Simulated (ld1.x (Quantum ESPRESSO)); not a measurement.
Reading a pseudo-wave (oxygen (O))

Columns: radius, all-electron u(r) and pseudo u(r) of the 2s shell (level -23.75 eV) of oxygen in the configuration [He] 2s2 2p4; LDA (PZ), scalar-relativistic, TM scheme, ld1.x (Quantum ESPRESSO) 7.5.

```csv
r (bohr),all-electron,pseudo
0.085,0.4141,-0.0863
0.170,0.3289,-0.1778
0.255,0.0743,-0.2797
0.340,-0.2066,-0.3958
0.425,-0.4550,-0.5256
0.510,-0.6509,-0.6610
0.595,-0.7925,-0.7854
0.680,-0.8851,-0.8803
0.765,-0.9370,-0.9362
0.850,-0.9568,-0.9568
0.935,-0.9524,-0.9524
1.020,-0.9302,-0.9302
1.105,-0.8954,-0.8954
1.190,-0.8525,-0.8525
1.275,-0.8044,-0.8044
1.360,-0.7538,-0.7538
1.445,-0.7022,-0.7022
1.530,-0.6510,-0.6510
1.615,-0.6012,-0.6012
1.700,-0.5533,-0.5533
1.785,-0.5078,-0.5078
1.870,-0.4649,-0.4649
1.955,-0.4246,-0.4246
2.040,-0.3872,-0.3872
2.125,-0.3525,-0.3525
2.210,-0.3204,-0.3204
```

Q: How many radial nodes do the two functions have?

A: The all-electron 2s function has n − l − 1 = 1; the pseudo-wave has 0, since the states of the same l below it are removed with the core.

Q: At about which radius was the pseudo-wave matched?

A: 0.90 bohr, where the columns begin to agree (steps of 0.09 bohr).

Q: Is the pseudo-wave norm-conserving?

A: Yes: the TM scheme keeps the norm inside the radius equal to the all-electron one, which fixes the energy derivative of the logarithmic derivative at the level.
